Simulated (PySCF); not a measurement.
Removing an electron from `COCP(C)C(F)=C(F)F`

C₅H₈F₃OP.
Numbering: `[CH3:1][O:2][CH2:3][P:4]([CH3:5])[C:6]([F:7])=[C:8]([F:9])[F:10]` (hydrogens: H11, H12, H13 on C1; H14, H15 on C3; H16, H17, H18 on C5)

Geometry (PBE0-D3(BJ)/def2-SVP, Å), atoms numbered from 1 in this order:
```xyz
18
C5H8F3OP angstrom
C      2.272   -0.952   -0.249
O      1.112   -0.176   -0.252
C      0.639    0.127    1.021
P     -1.034    0.924    0.974
C     -0.729    2.215   -0.313
C     -1.928   -0.265   -0.101
F     -2.981    0.289   -0.727
C     -1.733   -1.571   -0.296
F     -2.492   -2.323   -1.052
F     -0.764   -2.265    0.254
H      2.560   -1.127   -1.295
H      2.105   -1.931    0.240
H      3.110   -0.444    0.268
H      1.303    0.841    1.553
H      0.566   -0.775    1.660
H     -0.118    1.817   -1.135
H     -0.218    3.068    0.158
H     -1.697    2.562   -0.698
```

Level: wB97X-D/def2-SVPD (PySCF). Frontier orbitals with their largest atomic shares (Löwdin; up to four atoms above 4 %):

```tsv
orbital	ε (eV)	main atoms
HOMO−3	-11.16	O2 32 %, C3 20 %, P4 13 %, C5 8 %
HOMO−2	-10.15	O2 21 %, P4 19 %, C6 15 %, F7 8 %
HOMO−1	-9.72	O2 40 %, P4 10 %, C6 8 %, C1 7 %
HOMO	-8.48	?
LUMO	1.84	P4 23 %, C8 18 %, C6 16 %, C5 6 %
LUMO+1	2.04	P4 23 %, C5 12 %, C6 10 %, F7 8 %
LUMO+2	2.23	C8 17 %, C1 16 %, C6 7 %, F10 7 %
```

Question: What vertical ionisation energy does ΔSCF give, and how far is −ε(HOMO) from it?

Answer: ΔSCF: 8.66 eV (835 kJ/mol; threshold wavelength 143 nm); ⟨S²⟩ of the doublet left behind is 0.765, against 0.75 for a pure doublet. −ε(HOMO) is 8.48 eV, 0.18 eV below it. In exact Kohn–Sham theory the two would be equal; wB97X-D (range-separated hybrid) comes within 0.18 eV of that here.

Question: On which atoms does the HOMO lie?

Answer: P4 (phosphine phosphorus) 34 %, C6 (vinylic C–F carbon) 18 %, C8 (=CF2 carbon) 16 %, C5 (sp3 carbon bound to phosphorus) 7 %, so no atom holds as much as 40 %. The HOMO−1 lies 1.24 eV lower.

Question: What total energies stand behind the ΔSCF value?

Answer: E(N) = -910.70906 Eh and E(N − 1) = -910.39086 Eh at the same geometry, 0.31820 Eh apart.

Question: How many of the 10 lowest singlet excitations (vertical TDDFT, same level) lie below the ionisation energy?

Answer: All 10; they run from 5.91 to 7.84 eV.

Question: What kinetic energy would electrons from this vertical process carry with Lyman-α light (10.199 eV)?

Answer: 10.20 − 8.66 = 1.54 eV.

Isolated species at its PBE0-D3(BJ)/def2-SVP geometry (one conformer only).

wB97X-D is run here without its empirical dispersion term; that term would change no orbital, density or response property at a fixed geometry.
